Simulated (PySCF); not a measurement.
# Correlation energy of F- (fluorine, charge -1)

[Ne], closed-shell 1S. Computed with PySCF 2.14 in aug-cc-pCVTZ-DK (7s6p4d2f, 59 functions), with the spin-free X2C one-electron Hamiltonian (Gaussian nucleus). Frozen: nothing; 10 electrons correlated.

```csv
level,correlation energy (mhartree)
CCSD,-349.63
(T),-10.99
CCSD(T),-360.62
```

Diagnostics: T1 = 0.018, D1 = 0.0321, largest double amplitude 0.036.

Cost of the coupled-cluster step: of the order of 4 core-seconds, for 10 correlated electrons.

Iterations:

```
CC2 = 0
CCSD nocc = 5, nmo = 59
frozen orbitals []
max_cycle = 100
direct = 0
conv_tol = 1e-08
conv_tol_normt = 1e-06
diis_space = 8
diis_start_cycle = 0
Init t2, MP2 energy = -99.8932349477693  E_corr(MP2) -0.35595086174374
Init E_corr(CCSD) = -0.355950861750492
cycle = 1  E_corr(CCSD) = -0.340445000839693  dE = 0.0155058609  norm(t1,t2) = 0.0615998
cycle = 2  E_corr(CCSD) = -0.350998731404848  dE = -0.0105537306  norm(t1,t2) = 0.0287142
cycle = 3  E_corr(CCSD) = -0.349290532991275  dE = 0.00170819841  norm(t1,t2) = 0.0211494
cycle = 4  E_corr(CCSD) = -0.349509785053162  dE = -0.000219252062  norm(t1,t2) = 0.00413584
cycle = 5  E_corr(CCSD) = -0.349686321636229  dE = -0.000176536583  norm(t1,t2) = 0.000485444
cycle = 6  E_corr(CCSD) = -0.34964575528555  dE = 4.05663507e-05  norm(t1,t2) = 0.000146075
cycle = 7  E_corr(CCSD) = -0.34963264464236  dE = 1.31106432e-05  norm(t1,t2) = 3.83338e-05
cycle = 8  E_corr(CCSD) = -0.349633855327487  dE = -1.21068513e-06  norm(t1,t2) = 1.2472e-05
cycle = 9  E_corr(CCSD) = -0.349633775924116  dE = 7.94033713e-08  norm(t1,t2) = 1.14862e-06
cycle = 10  E_corr(CCSD) = -0.349633732358975  dE = 4.35651411e-08  norm(t1,t2) = 2.47547e-07
cycle = 11  E_corr(CCSD) = -0.349633741171245  dE = -8.81227058e-09  norm(t1,t2) = 5.02391e-08
CCSD converged
E(CCSD) = -99.88691782719683  E_corr = -0.3496337411712453
CCSD(T) correction = -0.010990339337677
```
